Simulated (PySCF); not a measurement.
## From computed data to an observable: oscillator strength and radiative lifetime

CH₆ClFSi₂, SMILES C[Si@@](F)([SiH3])Cl.

Geometry: PBE0-D3(BJ)/def2-SVP. The structure was generated by enumeration; whether it is a known compound was not checked.

TDA-PBE/def2-SVPD (PySCF) puts the first singlet state with f over 0.02 at 6.41 eV (vertical), with the transition dipole (0.075, -0.360, 0.307) in atomic units.

Problem. Find the oscillator strength, the wavelength and the radiative lifetime that this transition would have in vacuum if emission retraced absorption.

Solution. 
|μ|² = 0.2295 au, so |μ| = 1.22 D. ΔE = 6.41/27.211 = 0.2356 hartree. f = (2/3) ΔE |μ|² = 0.036 (the program prints 0.036).
λ = 1239.84/6.41 = 193 nm; ν = 51700 cm⁻¹.
Einstein's coefficient A = 0.6670 ν² f s⁻¹ (ν in cm⁻¹) = 6.4e7 s⁻¹, so τ = 1/A = 16 ns. This state is S2; the lower singlet has f = 0.017. The figure is the radiative limit of this one transition; relaxation, internal conversion, crossing to triplets and a medium change what is measured.
